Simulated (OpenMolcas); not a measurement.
A calculation on Mn5+.

```json
{
 "Program": "OpenMolcas 26.06",
 "Method": "CASSCF",
 "Basis": "ANO-RCC-VTZP [6s5p3d2f1g]",
 "Scalar Hamiltonian": "DKH2, point nucleus",
 "Active space": "2 electrons in 5 orbitals (3d)",
 "State averaging": "2S+1 = 3 even, 10 roots; 2S+1 = 1 even, 15 roots",
 "Spin-orbit coupling": "state interaction with AMFI integrals over the reference wave functions, term energies averaged over their components"
}
```

Which level of the active space comes out lowest?

3d² ³F₂, with 100 % of that term; it is also the measured ground level.

How high does 3d² ³F₃ lie?

751 cm⁻¹ above the lowest level; measured 746 cm⁻¹ above the ground level, so the calculation is off by +1 %.

How high does 3d² ¹S₀ lie?

69682 cm⁻¹ above the lowest level.

How high does 3d² ³P₁ lie?

22157 cm⁻¹ above the lowest level; measured 18057 cm⁻¹ above the ground level, so the calculation is off by +23 %.

The level at 18834 cm⁻¹ has J = 2. What is it made of, and what is its g factor?

97 % 3d² ¹D₂, 3 % 3d² ³P; g = 1.015, against 1.000 from Landé's formula for the pure leading term.

Measured values: Corliss and Sugar, J. Phys. Chem. Ref. Data 6, 1253 (1977).

Without dynamic correlation excited terms often stand tens of per cent too high (terms of higher spin than the ground term too low), and those without a measured partner can miss by more than the paired ones. Measured partners are found by configuration, term and J. A level has none where our copy of the source lacks it or the pairing is in doubt (some pairs that miss far off the trend of their configuration count as doubtful), and it then counts in no deviation. Only configurations of the active space appear.
